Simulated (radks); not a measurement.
Problem. The mean radii <r> (bohr) of the occupied orbitals of an atom or ion are listed with their occupations. Calculated with a radial shooting solver on a logarithmic mesh with Libxc functionals: scalar-relativistic Kohn-Sham, LDA (Slater exchange, Perdew-Wang correlation), spin-unpolarised, spherical densities, finite nucleus; Fermi nuclear charge, rms radius of each element as measured or else 0.836 A^(1/3) + 0.57 fm.

orbital  occ.     <r>
1s          2  0.1116
2s          2  0.5704
2p          6  0.5382
3s          2   2.053
3p          1   2.450

Name the element and its charge.

Solution. Z = 14, silicon, charge +1: Si+ in [Ne] 3s2 3p1. The 1s radius gives Z: for a bare nucleus <r> = (2 gamma + 1)/(2Z) with gamma = sqrt(1 - (Z/c)^2), 0.1068 bohr for Z = 14, and screening makes it slightly larger (0.1116 here). The occupations add up to 13, and the charge is Z minus that.
